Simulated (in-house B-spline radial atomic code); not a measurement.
A fraction x of an electron is removed from 4p in Sb²⁺, starting from [Kr] 4d10 5s2 5p1 and keeping the highest spin. Method: non-relativistic RPBE, spin-polarised, spherical fractional occupations, point nucleus. Calculated with a radial B-spline atomic code at the basis-set limit.

```csv
x,E(x) - E(0) (eV),4p down level (eV)
0,0.0000,-117.659
0.09,10.6643,-119.326
0.22,26.3342,-121.753
0.29,34.9030,-123.069
0.43,52.3179,-125.720
0.5,61.1649,-127.053
0.52,63.7098,-127.436
0.7,?,?
0.79,98.8183,-132.641
0.9,?,?
1,127.1031,-136.746
```

What belongs in the row x = 0.7?

An energy change of 86.9592 eV; 4p down at -130.897 eV.

What belongs in the row x = 0.9?

An energy change of 113.5266 eV; 4p down at -134.785 eV.

Check Janak's theorem between x = 0.09 and 0.22.

The slope of the energy is 120.54 eV; the orbital levels give 120.54 eV (-ε of the emptying orbital, averaged over the two points).
